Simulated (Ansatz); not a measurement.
## Ligand exchange: C3H8Mg + Sn(OH)4 → C3H8MgO + SnH(OH)3

Species: C3H8Mg `C[CH](C)[MgH]`, singlet; Sn(OH)4, singlet; C3H8MgO `C[CH](C)[Mg][OH]`, singlet; SnH(OH)3, singlet. The partners trade H for OH: Mg–H and Sn–OH bonds give way to Mg–OH and Sn–H.

Shapes, held fixed at every level: PBE0-D4/def2-TZVP. Flexible molecules stand in one conformer, not always the lowest. Programs: Ansatz 0.2.0. The zero-point and thermal change to 298 K, harmonic and unscaled (PBE0-D4/def2-TZVP), is +2.8 kJ/mol.

| level | kind | ΔH(298 K) (kJ/mol) | less CCSD(T)/def2-TZVPP |
| --- | --- | --- | --- |
| HF/def2-TZVPP | Hartree–Fock | -95.5 | -1.0 |
| r2SCAN-D4/def2-TZVPP | meta-GGA | -97.3 | -2.8 |
| B3LYP-D4/def2-TZVPP | global hybrid | -97.4 | -2.9 |
| BHLYP-D4/def2-TZVPP | global hybrid | -99.5 | -5.0 |
| r2SCAN0-D4/def2-TZVPP | global hybrid | -100.2 | -5.7 |
| CCSD/def2-SVP | coupled cluster or CI | -110.9 | -16.4 |
| CCSD/def2-TZVPP | coupled cluster or CI | -97.6 | -3.1 |
| CCSD(T)/def2-TZVPP | coupled cluster or CI | -94.5 | 0.0 |

The highest level, CCSD(T)/def2-TZVPP, gives ΔH(298 K) = -94.5 kJ/mol; the levels span -110.9 to -94.5. The column of differences is taken from that level and isn't an error. No measured value is set beside it here. For atoms past krypton def2 sets carry core potentials with scalar relativity. Outer-core shells of Mg, Sn are correlated, in sets that cover them unevenly.
